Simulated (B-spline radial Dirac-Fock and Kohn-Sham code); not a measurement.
# Run log: Mn⁶⁺

ΔSCF core binding energies without Breit or QED terms, calculated with a B-spline atomic structure program. Keys: rel is the Hamiltonian (dirac, or spin-free x2c and nr, where L3 and M5 stand for the whole 2p and 3d shells), method is hf or an exchange,correlation pair (spin-unpolarised, also for the hole states), nuc the nuclear model, radius_factor scales its radius, rmax is the box in bohr, h the logarithmic mesh step, order the B-spline order, points the quadrature points per cell, c_factor scales the speed of light, and damp, ndamp, maxit and tol steer the iteration. The run stops when the commutator error falls below 10·tol·max(1, Z/10), or the numerical noise floor, and the energy has settled to about 1e-8 Ha; the virial ratio is −V/T.

Input (task.json):

```json
{"items": [{"Z": 25, "q": 6, "cfg": [[1, 0, 2], [2, 0, 2], [2, 1, 6], [3, 0, 2], [3, 1, 6], [3, 2, 1]], "A": 55, "rrms": 3.7057, "do": "settings", "holes": ["K", "L3", "M5"],
  "settings": [{"rel": "dirac", "method": "hf", "nuc": "fermi", "radius_factor": 1.0, "rmax": 45.0, "h": 0.3, "order": 8, "points": 10, "c_factor": 0.0906, "maxit": 88, "damp": 0.5, "ndamp": 3, "tol": 1e-08}]}]}
```

Command: `python xray2_run.py task.json out`

Ground-state iterations:

```
iter   energy (Ha)        error
   1    -1214.98368606  1.11e+01
   2    -1932.34370971  6.95e+00
   3    -1373.11186618  4.40e+00
   4    -1400.95104716  1.20e+00
   5    -1402.01219459  7.72e-01
   6    -1402.53297250  5.29e-02
   7    -1402.53794513  7.49e-03
   8    -1402.53807564  6.88e-04
   9    -1402.53807705  7.52e-05
  10    -1402.53807706  4.88e-06
  11    -1402.53807706  3.43e-07
  12    -1402.53807706  8.57e-09
```

The ground state converged in 12 iterations, with total energy -1402.53808 Ha, virial ratio 1.18545 and highest orbital energy -99.55 eV. ΔSCF binding energies: K (1s) 1931.8 eV, L3 (2p3/2) 933.5 eV. Holes are computed only in closed shells, and unreliable hole states are left out.

Question: One setting is unsound. Which, and why?

Answer: c_factor makes c so small that Zα exceeds 1, so any numbers that come out have no meaning. With the default settings (Dirac Hartree-Fock): The ground state converged in 9 iterations, with total energy -1147.65123 Ha, virial ratio 1.98649 and highest orbital energy -119.23 eV. ΔSCF binding energies: K (1s) 6683.1 eV, L3 (2p3/2) 779.6 eV. Holes are computed only in closed shells, and unreliable hole states are left out.
